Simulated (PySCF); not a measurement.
B(F)2(Et) (C2H5BF2), SMILES FB(F)CC. Heavy atoms are numbered as in [B:1]([F:2])([F:3])[CH2:4][CH3:5]. Hydrogens are named by the atom that carries them.

Geometry optimised at TPSSh-D3(BJ)/def2-SVP. One conformer was computed; it need not be the lowest.

These are PBE0/pcSseg-1 (PySCF) values and carry that method's errors.

GIAO shieldings, no solvent; atoms alike by connectivity are averaged. δ = σ(ref) − σ: ¹¹B against BF3 (σ = 88.8 ppm); ¹⁹F against CFCl3 (σ = 167.2 ppm); ¹³C against TMS (σ = 186.3 ppm); ¹H against TMS (σ = 31.56 ppm), references at their B3LYP-D3(BJ)/def2-TZVP geometries, non-relativistic.

```csv
nucleus,atoms,count,δ (ppm)
¹¹B,B1,1,18.9
¹⁹F,F2,2,-72.8
¹³C,C5 (CH3),1,10.5
¹³C,C4 (CH2),1,9.3
¹H,H on C5,3,1.31
¹H,H on C4,2,1.28
```
